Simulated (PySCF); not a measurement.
**Se(CN)2: computed shieldings and shifts**

Se(CN)2, C2N2Se, point group C2v.

Geometry:
```
atom   x (Å)   y (Å)   z (Å)
 Se1   0.010   0.026  -1.265
  C2   1.368   0.008  -0.026
  N3   2.282  -0.002   0.689
  C4  -1.367  -0.006  -0.048
  N5  -2.293  -0.026   0.651
```

GIAO calculations in PySCF 2.14 on the PBE0-D3(BJ)/def2-SVP structure: isolated species, non-relativistic, equivalent atoms averaged; basis pcSseg-1.

Q: Give the isotropic shieldings (ppm) with KT2, PBE0.

A: 
```
             atoms             environment    KT2    PBE0
               Se1  selenium bonded to 2 C   1510    1543
             N3/N5    nitrogen bonded to C  -91.6  -111.7
             C2/C4  carbon bonded to N, Se   93.2    78.8
HOMO–LUMO gap (eV)                       –   4.16    6.38
```

Q: And the chemical shifts, against references computed in the same way?

A: 
```
atoms  nucleus, reference    KT2   PBE0
  Se1         ⁷⁷Se, Me2Se    211    227
N3/N5            ¹⁵N, NH3  355.9  377.4
C2/C4            ¹³C, TMS   90.0  105.6
```

Q: Which part of the shielding of Se1 depends on the functional?

A: Diamagnetic: KT2 2997, PBE0 2992 ppm; paramagnetic: KT2 -1487, PBE0 -1450 ppm. The diamagnetic part, set mainly by inner electrons, hardly moves; the paramagnetic part goes with low-lying magnetically allowed excitations and carries the spread.

Q: What couplings does B3LYP/pcJ-1 (pcSseg-1 on Se) give?

A: ¹J(C2,N3) = -6.8, ²J(C2,C4) = -5.4 Hz (averaged over equivalent pairs; isotopes ¹³C, ¹⁵N).

Relativistic effects, spin–orbit coupling among them, are left out; they matter for Se and for the light atoms bonded to it. Experimental scales use liquid or dissolved standards, which lie at an offset from isolated NH3 (liquid NH3: subtract about 20 ppm). Unscaled 15N shifts of sp2 nitrogen come out 20 to 40 ppm too high even then.
